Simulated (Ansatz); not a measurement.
Ga2S3. Charge 0, multiplicity 1. Geometry B3LYP-D4/def2-SVP, basis def2-TZVP, Ansatz.

Cartesian coordinates in Å:
```
Ga 1.935 -0.049 -0.500
Ga -1.552 -1.516 -0.216
S -0.580 0.674 -1.377
S 0.048 1.381 0.536
S 0.149 -0.490 1.558
```

| run | HOMO (eV) | LUMO (eV) |
| --- | --- | --- |
| A | -6.94 | -1.08 |
| B | -8.18 | -0.02 |
| C | -5.44 | -2.64 |
| D | -5.19 | -2.71 |
| E | -6.14 | -1.81 |

Another isomer (singlet) lies 0.49 eV lower at PBE0-D4/def2-TZVP; other spin states weren't run for this one.

Task: The runs used BHLYP, PBE, PBE0, r2SCAN, ωB97X-V. Estimate which is which.

Result: A BHLYP (50 % exact exchange); B ωB97X-V (range-separated); C r2SCAN (0 % exact exchange); D PBE (0 % exact exchange); E PBE0 (25 % exact exchange). Exact exchange lowers occupied and raises empty levels; among semilocal functionals meta-GGAs tend to open the gap a little, and such runs are hard to tell apart. The gap grows from 2.48 eV (PBE) to 8.17 eV (ωB97X-V).
